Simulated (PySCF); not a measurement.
What does the PBE0-D3(BJ)/def2-SVP structure of InChI=1S/B3FH5N3/c4-3-6-1-5-2-7-3/h1-2,5-7H look like in three dimensions?

```
atom  x, y, z in Å
F1    -2.6270    0.6393    0.9372
B2    -1.3963    0.3311    0.5042
N3    -0.9450   -1.0195    0.5039
B4     0.3595   -1.3736    0.0494
N5     1.2041   -0.3180   -0.4094
B6     0.7958    1.0501   -0.4282
N7    -0.5181    1.3499    0.0367
H8    -1.5706   -1.7427    0.8352
H9     0.7338   -2.5232    0.0530
H10    2.1329   -0.5495   -0.7351
H11    1.5339    1.9219   -0.8231
H12   -0.8418    2.3087    0.0385
```

Any rigid rotation of these coordinates is as good. Atoms count from 1 in this order. N3 (boron-bound nitrogen) is planar (angles 121.7°, 119.5° and 118.8°, sum 360.0°, 0.00 Å off the plane of its three neighbours). The 7 heavy atoms lie in one plane (0.000 Å rms). N5 (boron-bound nitrogen) is planar (angles 122.9°, 118.5° and 118.5°, sum 360.0°, 0.00 Å off the plane of its three neighbours). The 6-membered ring B2–N3–B4–N5–B6–N7 has internal angles of 117.4° to 122.9°; it is planar, 0.00 Å rms from its mean plane, widest ring torsion 0°.

Bonds between heavy atoms (Å): F1–B2 1.341, B2–N3 1.424, N3–B4 1.426, B4–N5 1.428, N5–B6 1.428, B6–N7 1.426, B2–N7 1.424.

Method: PySCF, PBE0-D3(BJ)/def2-SVP geometry optimisation, gas phase.

Point group: C2v (tolerance 0.08 Å). Not checked by PBE0-D3(BJ)/def2-SVP frequencies.

Hardware: an Arm Neoverse N1 with one thread (shared host). Cost: 55 s wall, 0.52 GiB resident at most. That covers the optimisation of the geometry.
